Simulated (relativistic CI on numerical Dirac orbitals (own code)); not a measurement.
La IV: what numerical and physical settings do to a radial Dirac CI calculation

Reference input:

```
atom La  Z=57  charge=3  electrons=54
nucleus A=139  rms_radius_fm=4.8550
hamiltonian dirac-coulomb  breit=on  qed=on  c_scale=1
orbitals kli  potential=per-configuration
slater_scale 1
correlation none
mixing on
grid step=0.0125 r_max=50.3
scf mixing=0.4 start=green max_iterations=150 tolerance=2e-08 node_fill=0.05
configurations
  [Kr] 4d10 5s2 5p6
end
```

Computed lowest total energy -8480.81904 Ha, 12 SCF steps. Runs with settings changed; * marks those that are bad on purpose:

```csv
Changed,Outcome,Lowest level,ΔE (Ha),First excitation (cm⁻¹),SCF steps,Message
"nuclear radius 6.3115 fm, iteration limit 30, start potential bare",converged,5p6 1S_0,0.223,,16,
"Breit term off, SCF mixing 0.2, start potential thomas-fermi",converged,5p6 1S_0,-6.96,,12,
nuclear radius 4.3695 fm,converged,5p6 1S_0,-0.0639,,12,
end of the grid at 75.45 bohr,converged,5p6 1S_0,1.82e-12,,12,
configuration list: repeat *,refused,,,,0,a configuration is listed twice
node fill of the KLI weights 50 *,converged,5p6 1S_0,1.13,,12,
```

With so few configurations and no correlation, terms lie too far apart (by 10 to 50 % near neutrality), their order can be wrong, and levels of other configurations are missing.
